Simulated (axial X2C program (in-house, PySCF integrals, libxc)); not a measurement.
# MgPb: cheaper levels and CCSD(T), 2c

Calculated with an axial X2C code built on PySCF integrals. Two-component (2c) means X2C with spin–orbit coupling and atomic mean-field two-electron Coulomb and Gaunt terms. Basis: Pb dyall-cv3z [12s14p10d7f1g], Mg dyall-cv3z [9s8p6d3f] (cores contracted in-house); Gaussian nuclei, density fitting, unrestricted open shells. Masses: Pb 207.977 u, Mg 23.985 u.

State: Ω = 0 (closed shell); fragments Pb + Mg.

```json
{"level": "PBE0", "Re (Å)": "3.026", "ωe (cm⁻¹)": "130.6", "De (eV)": "0.345"}
{"level": "CCSD", "Re (Å)": "3.235", "ωe (cm⁻¹)": "77.0", "De (eV)": "0.100"}
{"level": "PW91", "Re (Å)": "2.999", "ωe (cm⁻¹)": "139.9", "De (eV)": "0.447"}
```

Correlated methods: 6 electrons correlated (number of frozen shells: Pb 5 s, 4 p, 3 d, 1 f; Mg 2 s, 1 p), 308 virtual spin orbitals or spinors in MP2, 90 natural virtuals in coupled cluster.

CCSD(T), same Hamiltonian and basis:

Re = 3.126 Å, ωe = 101.8 cm⁻¹, De = 0.17 eV; T1 = 0.019 (Lee–Taylor normalisation).

Question: Give the differences from CCSD(T) in the columns below.

Answer: 

```json
{"level": "PBE0", "ΔRe (Å)": "-0.100", "Δωe (cm⁻¹)": "28.8"}
{"level": "CCSD", "ΔRe (Å)": "0.109", "Δωe (cm⁻¹)": "-24.8"}
{"level": "PW91", "ΔRe (Å)": "-0.127", "Δωe (cm⁻¹)": "38.1"}
```

The state is a single determinant with fixed occupations, the lowest that a limited PBE0 search found. De is counted from the lowest determinant-based energies of the atoms at the same level, without counterpoise correction. Coupled cluster ran in a truncated set of natural virtual spinors; the MP2 energy of the rest was added. (T) has no such correction and the atoms are truncated less, which lowers De at CCSD(T) by a hundredth of an eV or more. PBE0 can misorder states that lie within some tenths of an eV, so this need not be the ground state of the molecule. The nearest other 2c determinant of the search, Ω = 1, lies 0.50 eV up at the distance of the search. The 2c closed shell (π1/2)² is the Ω = 0⁺ component of the spin-free π² triplet, mixed with the ¹Σ⁺ state; no single spin-free determinant represents it. The determinant is spin-polarised beyond a pure state at some levels (its spin-free form has ⟨S²⟩ too high), which makes Re and μ there less reliable. With the outer-core shells frozen, correlated bond lengths of heavy atoms tend to come out a few hundredths of an ångström too long. The levels of this run spread widely (ωe from 77 to 140 cm⁻¹), so these constants depend on the method. The bond is weak, and without diffuse functions and with truncated virtuals even CCSD(T) can be tens of per cent off in De.
